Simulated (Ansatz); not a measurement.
Si2H8O3F2, singlet: a nudged elastic band.

Input (in.yaml):

```yaml
crystal:
  periodic: [false, false, false]
  atoms:
    - {symbol: Si, position_ang: [-0.831303, -0.572328, -0.820917]}
    - {symbol: Si, position_ang: [1.229713, -0.041610, -1.753405]}
    - {symbol: F, position_ang: [-1.541259, -1.677572, -1.748597]}
    - {symbol: F, position_ang: [-0.705469, -1.366195, 0.573822]}
    - {symbol: O, position_ang: [-1.960300, 0.610309, -0.702704]}
    - {symbol: H, position_ang: [0.370729, 0.923318, 1.518177]}
    - {symbol: O, position_ang: [0.272942, 1.283613, 0.614914]}
    - {symbol: H, position_ang: [1.149140, -0.503307, 3.327678]}
    - {symbol: O, position_ang: [0.334688, -0.177870, 2.938235]}
    - {symbol: H, position_ang: [1.478512, -0.891413, -2.951339]}
    - {symbol: H, position_ang: [1.239568, 1.380614, -2.172779]}
    - {symbol: H, position_ang: [2.305034, -0.301031, -0.764017]}
    - {symbol: H, position_ang: [-2.798143, 0.401851, -1.122748]}
    - {symbol: H, position_ang: [-0.506798, 1.845810, 0.625640]}
    - {symbol: H, position_ang: [-0.036955, -0.914289, 2.437938]}
basis:
  gaussian: {orbitals: cc-pVDZ}
hamiltonian: {xc: pbe0, dispersion: d4}
neb:
  images: 5
  climbing: true
  max_iterations: 40
  initial_path: linear
  final_atoms:
    - {symbol: Si, position_ang: [-1.888502, 0.131231, -0.284115]}
    - {symbol: Si, position_ang: [2.357728, -0.603250, -0.762876]}
    - {symbol: F, position_ang: [-1.234459, -0.109257, -1.700331]}
    - {symbol: F, position_ang: [-1.741560, -1.214551, 0.518139]}
    - {symbol: O, position_ang: [-3.424859, 0.585049, -0.465607]}
    - {symbol: H, position_ang: [0.488707, 0.596647, 1.666199]}
    - {symbol: O, position_ang: [-1.091474, 1.237632, 0.584450]}
    - {symbol: H, position_ang: [1.271857, -1.554769, -0.420046]}
    - {symbol: O, position_ang: [1.270603, 0.144463, 2.004715]}
    - {symbol: H, position_ang: [2.843614, -0.944028, -2.130319]}
    - {symbol: H, position_ang: [1.841271, 0.786908, -0.798263]}
    - {symbol: H, position_ang: [3.491447, -0.728628, 0.182055]}
    - {symbol: H, position_ang: [-3.964202, 0.171211, -1.140770]}
    - {symbol: H, position_ang: [-1.157056, 2.162045, 0.340226]}
    - {symbol: H, position_ang: [0.936984, -0.660801, 2.406440]}
```

Command:

```bash
ansatz run in.yaml --threads 4 --pin off --events-out ev --progress --plain --max-ram 66560MiB --backend cpu
```

The run's output (Ansatz 0.2.0):

```
Functional definition: PBE0
  name "PBE0"
  cite "Adamo & Barone, J. Chem. Phys. 110, 6158 (1999) doi:10.1063/1.478522"
  cite "Perdew, Burke & Ernzerhof, Phys. Rev. Lett. 77, 3865 (1996) doi:10.1103/PhysRevLett.77.3865"
  parent pbe
  parameter a = 0.25
  parameter kappa = 0.804
  parameter beta = 0.06672455060314922
  exchange = (1 - a)*pbe_x(kappa = kappa, mu = beta*pi^2/3) + a*exact_x
  correlation = pbe_c(beta = beta)
1537 factors; integrals over basis functions are off by at most 4.8e-4 eV
mean field evaluation 1: about -27437.0317 eV, gradient 7.9e1 eV
mean field evaluation 2: about -27428.0107 eV, gradient 1.1e2 eV
mean field evaluation 4: about -27447.0314 eV, gradient 3.6e0 eV
mean field evaluation 8: about -27447.0941 eV, gradient 1.0e-1 eV
mean field evaluation 16: about -27447.0941 eV, gradient 3.1e-5 eV
mean field -27447.09412514 eV, -1008.6621047903 hartree, gradient 3.1e-5 eV, S^2 0.000000; 0 other end points of the search recorded, 0 dependent functions left out
the calculation of the forces begins
reference -27447.09415764 eV, -1008.6621059847 hartree; 39, 39 occupied and 107, 107 virtual orbitals, 1537 factors
1537 factors; integrals over basis functions are off by at most 9.1e-4 eV
mean field evaluation 32: about -27447.3194 eV, gradient 1.8e-5 eV
mean field -27447.31942965 eV, -1008.6703845784 hartree, gradient 1.8e-5 eV, S^2 0.000000; 0 other end points of the search recorded, 0 dependent functions left out
the calculation of the forces begins
reference -27447.31946400 eV, -1008.6703858407 hartree; 39, 39 occupied and 107, 107 virtual orbitals, 1537 factors
WARN: NEB end point (image 0): max|allowed force component| = 1.546e0 eV/Å (the criterion of neb.relax_end_points is 1.000e-2). That is over neb.f_tol: it is no minimum, so the barrier can be far off. Relax it first
WARN: NEB end point (image 6): max|allowed force component| = 1.640e0 eV/Å (the criterion of neb.relax_end_points is 1.000e-2). That is over neb.f_tol: it is no minimum, so the barrier can be far off. Relax it first
1538 factors; integrals over basis functions are off by at most 5.8e-4 eV
mean field -27444.57613313 eV, -1008.5695702906 hartree, gradient 2.1e-5 eV, S^2 0.000000; 0 other end points of the search recorded, 0 dependent functions left out
the calculation of the forces begins
reference -27444.57616735 eV, -1008.5695715482 hartree; 39, 39 occupied and 107, 107 virtual orbitals, 1538 factors
1538 factors; integrals over basis functions are off by at most 8.8e-4 eV
mean field evaluation 64: about -27440.7587 eV, gradient 8.5e-4 eV
mean field -27440.75871380 eV, -1008.4292827178 hartree, gradient 1.4e-5 eV, S^2 0.000000; 0 other end points of the search recorded, 0 dependent functions left out
the calculation of the forces begins
reference -27440.75874696 eV, -1008.4292839363 hartree; 39, 39 occupied and 107, 107 virtual orbitals, 1538 factors
1538 factors; integrals over basis functions are off by at most 1.1e-3 eV
mean field -27439.08616891 eV, -1008.3678178268 hartree, gradient 4.5e-5 eV, S^2 0.000000; 0 other end points of the search recorded, 0 dependent functions left out
the calculation of the forces begins
reference -27439.08620362 eV, -1008.3678191025 hartree; 39, 39 occupied and 107, 107 virtual orbitals, 1538 factors
1539 factors; integrals over basis functions are off by at most 9.0e-4 eV
mean field evaluation 96: about -27440.3671 eV, gradient 1.4e1 eV
mean field -27441.02867372 eV, -1008.4392035621 hartree, gradient 2.7e-5 eV, S^2 0.000000; 0 other end points of the search recorded, 0 dependent functions left out
the calculation of the forces begins
reference -27441.02870830 eV, -1008.4392048329 hartree; 39, 39 occupied and 107, 107 virtual orbitals, 1539 factors
1539 factors; integrals over basis functions are off by at most 9.7e-4 eV
mean field evaluation 128: about -27444.8858 eV, gradient 4.3e-5 eV
mean field -27444.88575068 eV, -1008.5809485257 hartree, gradient 4.2e-5 eV, S^2 0.000000; 0 other end points of the search recorded, 0 dependent functions left out
the calculation of the forces begins
reference -27444.88578472 eV, -1008.5809497768 hartree; 39, 39 occupied and 107, 107 virtual orbitals, 1539 factors
NEB iter   1: max|band force component| = 5.506e0 eV/Å  barrier→ = 7.9861 eV  barrier← = 8.1823 eV  Δτ_max = 0.2000 Å  (206 SCF iters)
NEB iter   2: max|band force component| = 3.927e0 eV/Å  barrier→ = 6.1238 eV  barrier← = 6.3199 eV  Δτ_max = 0.2000 Å  (160 SCF iters)
NEB iter   3: max|band force component| = 9.004e0 eV/Å  barrier→ = 5.1219 eV  barrier← = 5.3180 eV  Δτ_max = 0.1022 Å  (157 SCF iters)
NEB iter   4: max|band force component| = 3.753e0 eV/Å  barrier→ = 4.4208 eV  barrier← = 4.6170 eV  Δτ_max = 0.2000 Å  (147 SCF iters)
NEB iter   5: max|band force component| = 3.984e0 eV/Å  barrier→ = 2.9697 eV  barrier← = 3.1658 eV  Δτ_max = 0.2000 Å  (151 SCF iters)
NEB iter   6: max|band force component| = 1.323e0 eV/Å  barrier→ = 2.4377 eV  barrier← = 2.6338 eV  Δτ_max = 0.2000 Å  (142 SCF iters)
NEB iter   7: max|band force component| = 9.410e-1 eV/Å  barrier→ = 1.9420 eV  barrier← = 2.1381 eV  Δτ_max = 0.2000 Å  (143 SCF iters)
NEB iter   8: max|band force component| = 7.598e-1 eV/Å  barrier→ = 1.5696 eV  barrier← = 1.7657 eV  Δτ_max = 0.2000 Å  (141 SCF iters)
NEB iter   9: max|band force component| = 1.148e0 eV/Å  barrier→ = 1.5066 eV  barrier← = 1.7027 eV  Δτ_max = 0.1012 Å  (143 SCF iters)
NEB iter  10: max|band force component| = 5.884e-1 eV/Å  barrier→ = 1.4339 eV  barrier← = 1.6300 eV  CI = image 3  Δτ_max = 0.1961 Å  (143 SCF iters)
NEB iter  11: max|band force component| = 9.889e-1 eV/Å  barrier→ = 1.4610 eV  barrier← = 1.6571 eV  CI = image 3  Δτ_max = 0.1005 Å  (133 SCF iters)
NEB iter  12: max|band force component| = 1.051e0 eV/Å  barrier→ = 1.4600 eV  barrier← = 1.6562 eV  CI = image 3  Δτ_max = 0.1982 Å  (137 SCF iters)
NEB iter  13: max|band force component| = 1.244e0 eV/Å  barrier→ = 1.4173 eV  barrier← = 1.6134 eV  CI = image 3  Δτ_max = 0.1993 Å  (137 SCF iters)
NEB iter  14: max|band force component| = 1.157e0 eV/Å  barrier→ = 1.4412 eV  barrier← = 1.6373 eV  CI = image 3  Δτ_max = 0.1988 Å  (143 SCF iters)
NEB iter  15: max|band force component| = 1.183e0 eV/Å  barrier→ = 1.6009 eV  barrier← = 1.7970 eV  CI = image 3  Δτ_max = 0.1990 Å  (139 SCF iters)
NEB iter  16: max|band force component| = 1.572e0 eV/Å  barrier→ = 1.7491 eV  barrier← = 1.9452 eV  CI = image 3  Δτ_max = 0.0996 Å  (138 SCF iters)
NEB iter  17: max|band force component| = 1.172e0 eV/Å  barrier→ = 1.7318 eV  barrier← = 1.9279 eV  CI = image 3  Δτ_max = 0.1462 Å  (144 SCF iters)
NEB iter  18: max|band force component| = 1.267e0 eV/Å  barrier→ = 1.7197 eV  barrier← = 1.9158 eV  CI = image 3  Δτ_max = 0.1011 Å  (141 SCF iters)
NEB iter  19: max|band force component| = 1.094e0 eV/Å  barrier→ = 1.6721 eV  barrier← = 1.8683 eV  CI = image 3  Δτ_max = 0.1613 Å  (134 SCF iters)
NEB iter  20: max|band force component| = 6.754e-1 eV/Å  barrier→ = 1.6601 eV  barrier← = 1.8562 eV  CI = image 3  Δτ_max = 0.1370 Å  (140 SCF iters)
NEB iter  21: max|band force component| = 5.053e-1 eV/Å  barrier→ = 1.6536 eV  barrier← = 1.8497 eV  CI = image 3  Δτ_max = 0.1983 Å  (136 SCF iters)
NEB iter  22: max|band force component| = 4.234e-1 eV/Å  barrier→ = 1.6352 eV  barrier← = 1.8313 eV  CI = image 3  Δτ_max = 0.2000 Å  (140 SCF iters)
NEB iter  23: max|band force component| = 7.711e-1 eV/Å  barrier→ = 1.6622 eV  barrier← = 1.8584 eV  CI = image 3  Δτ_max = 0.1001 Å  (131 SCF iters)
NEB iter  24: max|band force component| = 4.981e-1 eV/Å  barrier→ = 1.6727 eV  barrier← = 1.8688 eV  CI = image 3  Δτ_max = 0.2000 Å  (137 SCF iters)
NEB iter  25: max|band force component| = 1.236e0 eV/Å  barrier→ = 1.8128 eV  barrier← = 2.0089 eV  CI = image 3  Δτ_max = 0.0993 Å  (142 SCF iters)
NEB iter  26: max|band force component| = 8.088e-1 eV/Å  barrier→ = 1.7938 eV  barrier← = 1.9899 eV  CI = image 3  Δτ_max = 0.1974 Å  (137 SCF iters)
NEB iter  27: max|band force component| = 4.714e-1 eV/Å  barrier→ = 1.7953 eV  barrier← = 1.9914 eV  CI = image 3  Δτ_max = 0.2000 Å  (134 SCF iters)
NEB iter  28: max|band force component| = 6.780e-1 eV/Å  barrier→ = 1.8814 eV  barrier← = 2.0775 eV  CI = image 3  Δτ_max = 0.1995 Å  (141 SCF iters)
NEB iter  29: max|band force component| = 7.364e-1 eV/Å  barrier→ = 1.9645 eV  barrier← = 2.1606 eV  CI = image 3  Δτ_max = 0.1996 Å  (145 SCF iters)
NEB iter  30: max|band force component| = 9.201e-1 eV/Å  barrier→ = 2.0375 eV  barrier← = 2.2336 eV  CI = image 3  Δτ_max = 0.1992 Å  (143 SCF iters)
NEB iter  31: max|band force component| = 1.127e0 eV/Å  barrier→ = 2.1023 eV  barrier← = 2.2984 eV  CI = image 3  Δτ_max = 0.1012 Å  (144 SCF iters)
NEB iter  32: max|band force component| = 1.309e0 eV/Å  barrier→ = 2.1019 eV  barrier← = 2.2980 eV  CI = image 3  Δτ_max = 0.1005 Å  (145 SCF iters)
NEB iter  33: max|band force component| = 1.227e0 eV/Å  barrier→ = 2.0834 eV  barrier← = 2.2795 eV  CI = image 3  Δτ_max = 0.1043 Å  (146 SCF iters)
NEB iter  34: max|band force component| = 2.258e0 eV/Å  barrier→ = 2.0554 eV  barrier← = 2.2515 eV  CI = image 3  Δτ_max = 0.0500 Å  (147 SCF iters)
NEB iter  35: max|band force component| = 8.315e-1 eV/Å  barrier→ = 2.0580 eV  barrier← = 2.2542 eV  CI = image 3  Δτ_max = 0.1005 Å  (129 SCF iters)
NEB iter  36: max|band force component| = 6.658e-1 eV/Å  barrier→ = 2.0254 eV  barrier← = 2.2215 eV  CI = image 3  Δτ_max = 0.1006 Å  (139 SCF iters)
NEB iter  37: max|band force component| = 5.979e-1 eV/Å  barrier→ = 2.0047 eV  barrier← = 2.2008 eV  CI = image 3  Δτ_max = 0.1006 Å  (137 SCF iters)
NEB iter  38: max|band force component| = 5.088e-1 eV/Å  barrier→ = 1.9581 eV  barrier← = 2.1542 eV  CI = image 3  Δτ_max = 0.1005 Å  (137 SCF iters)
NEB iter  39: max|band force component| = 5.913e-1 eV/Å  barrier→ = 1.9261 eV  barrier← = 2.1222 eV  CI = image 3  Δτ_max = 0.0503 Å  (136 SCF iters)
NEB iter  40: max|band force component| = 5.279e-1 eV/Å  barrier→ = 1.9385 eV  barrier← = 2.1346 eV  CI = image 3  Δτ_max = 0.0501 Å  (136 SCF iters)
Error: NEB band did not converge after 40 iterations: max|band force component| = 5.28e-1 eV/Å (threshold 5.0e-2); raise `neb.max_iterations` in a new run, which can start from the last band evaluated (`neb.initial_path`, with `crystal.atoms` and `neb.final_atoms` set to its first and last images), add images, or start from endpoints closer to local minima. Where this run's directory can be resumed (`checkpoint.write`), a resume goes on for up to `neb.max_iterations` more; to start a new run from the last band, take its images' positions from the `neb_iteration` event of iteration 40 (`data.images[].positions_ang`), in the event stream of the run that computed that iteration (not this run's, if it was resumed behind it). With `checkpoint.write`, `steps/00-neb/state/checkpoint.json` in the run directory holds the last saved band, under `neb.evaluated.images[].positions_ang` (a band under a hybrid functional on support functions is neither saved nor resumed: `neb.initial_path` says where its path is): check the last entry of `neb.iterations` there, which is earlier than 40 if that iteration was not saved or its write failed. If the band's step has no `state` directory and holds `state.next`, a write was cut short, and the file is under `state.next` instead (behind a loss of power it can be under `state.prev`)
a run's events are kept only if it was started with --events-out <file>, and are in that file

[the SCF lines of later steps are left out]
```

The run took 9.5 min on 4 CPU threads of an AMD EPYC 7R13 (shared host), with 0.79 GiB of host memory at its peak.


The run did not converge within its limit.